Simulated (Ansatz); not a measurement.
Si19AsH32⁻. Charge -1, multiplicity 3. Geometry PBE-D4/def2-SVP; atoms count from 1.

```xyz
52

Si    0.1809    4.6528    0.7789
Si   -2.9067    0.9489   -3.7234
Si    0.1315   -1.5099   -3.4307
As    0.0616    1.4789   -1.1797
Si   -1.5979    1.3006    1.7825
Si   -1.6958   -1.1176    0.0083
Si    0.8348   -0.4807    1.5483
Si    1.4316    2.6095    3.7498
Si    1.0849   -3.7043   -0.4766
Si   -0.7176   -3.7921    3.0370
Si   -1.5071    2.5200   -2.6581
Si    1.3259    3.4915   -0.9227
Si   -0.4906    3.2585    2.5607
Si    1.3144    0.4703   -2.9436
Si   -1.6632   -0.7654   -4.7646
Si   -0.7151   -2.6354   -1.5377
Si    2.4997    0.9821    2.4312
Si    2.3594   -1.9784    0.4862
Si    0.3936   -1.7591    3.4908
Si    0.3389   -5.0273    1.3231
H     1.0234    5.8117    1.2698
H    -1.0413    5.2649    0.1300
H    -3.7015    1.6750   -4.7906
H    -3.8955    0.3647   -2.7504
H     0.9791   -2.4218   -4.2960
H    -2.7776    1.8567    0.9837
H    -2.2232    0.6986    3.0338
H    -2.7612   -0.4094   -0.8312
H    -2.4966   -2.0216    0.9405
H     2.3099    3.7952    4.0928
H     1.0069    1.9913    5.0636
H     1.8539   -4.5920   -1.4347
H    -2.1612   -3.5740    2.6609
H    -0.7275   -4.6755    4.2703
H    -0.8369    3.3368   -3.7411
H    -2.3497    3.4696   -1.8415
H     1.4314    4.3178   -2.1865
H     2.7249    3.1276   -0.4983
H    -1.3347    4.1667    3.4429
H     1.4311    1.3289   -4.1865
H     2.7091    0.2051   -2.4404
H    -1.1289   -0.1933   -6.0613
H    -2.5911   -1.8995   -5.1395
H    -1.6477   -3.6838   -2.1260
H     3.2174    1.7019    1.3104
H     3.5841    0.2974    3.2447
H     3.1414   -1.2741   -0.6005
H     3.3928   -2.5922    1.4155
H    -0.4376   -1.0110    4.5086
H     1.6672   -2.1612    4.2067
H    -0.5733   -6.1415    0.8562
H     1.5493   -5.7019    1.9341
```

Single mean-field runs in def2-SVP are fitted with def2-universal-jkfit. At PBE0-D4/def2-SVP a singlet of charge -1 lies 1.78 eV below the triplet, each at its own geometry.

Problem. Estimate the Mulliken populations of the heavy atoms from the PBE0/def2-SVP orbitals of Ansatz.

Solution. 
```json
{"atom": "Si1", "charge (e)": "0.09", "spin (α − β)": "-0.01"}
{"atom": "Si2", "charge (e)": "0.05", "spin (α − β)": "0.00"}
{"atom": "Si3", "charge (e)": "-0.07", "spin (α − β)": "-0.01"}
{"atom": "As4", "charge (e)": "-0.29", "spin (α − β)": "0.00"}
{"atom": "Si5", "charge (e)": "0.00", "spin (α − β)": "0.54"}
{"atom": "Si6", "charge (e)": "-0.03", "spin (α − β)": "0.52"}
{"atom": "Si7", "charge (e)": "-0.43", "spin (α − β)": "0.46"}
{"atom": "Si8", "charge (e)": "0.09", "spin (α − β)": "-0.01"}
{"atom": "Si9", "charge (e)": "-0.07", "spin (α − β)": "-0.01"}
{"atom": "Si10", "charge (e)": "0.04", "spin (α − β)": "0.00"}
{"atom": "Si11", "charge (e)": "0.14", "spin (α − β)": "0.01"}
{"atom": "Si12", "charge (e)": "0.12", "spin (α − β)": "0.01"}
{"atom": "Si13", "charge (e)": "-0.09", "spin (α − β)": "0.07"}
{"atom": "Si14", "charge (e)": "0.15", "spin (α − β)": "0.01"}
{"atom": "Si15", "charge (e)": "0.08", "spin (α − β)": "0.00"}
{"atom": "Si16", "charge (e)": "-0.02", "spin (α − β)": "0.07"}
{"atom": "Si17", "charge (e)": "0.10", "spin (α − β)": "0.08"}
{"atom": "Si18", "charge (e)": "0.12", "spin (α − β)": "0.08"}
{"atom": "Si19", "charge (e)": "0.14", "spin (α − β)": "-0.01"}
{"atom": "Si20", "charge (e)": "0.09", "spin (α − β)": "0.00"}
```
Mulliken values depend strongly on the basis.

Problem. Where does the spin sit?

Solution. Summed by element: Si 1.79, As 0.00, H 0.20, of 2 unpaired in all. Largest on single atoms: Si5 0.54, Si6 0.52, Si7 0.46.

Problem. And the Mayer bond orders between heavy atoms (over 0.3)?

Solution. Si1–Si12 0.95 (2.36 Å); Si1–Si13 0.95 (2.36 Å); Si2–Si11 0.96 (2.36 Å); Si2–Si15 0.95 (2.36 Å); Si3–Si14 0.93 (2.36 Å); Si3–Si15 0.95 (2.36 Å); Si3–Si16 0.92 (2.36 Å); As4–Si11 0.92 (2.39 Å); As4–Si12 0.93 (2.39 Å); As4–Si14 0.93 (2.39 Å); Si5–Si13 0.92 (2.38 Å); Si6–Si16 0.92 (2.38 Å); Si7–Si17 0.90 (2.39 Å); Si7–Si18 0.89 (2.39 Å); Si7–Si19 0.90 (2.37 Å); Si8–Si13 0.95 (2.35 Å); Si8–Si17 0.95 (2.35 Å); Si9–Si16 0.93 (2.35 Å); Si9–Si18 0.93 (2.35 Å); Si9–Si20 0.95 (2.35 Å); Si10–Si19 0.96 (2.36 Å); Si10–Si20 0.95 (2.36 Å).
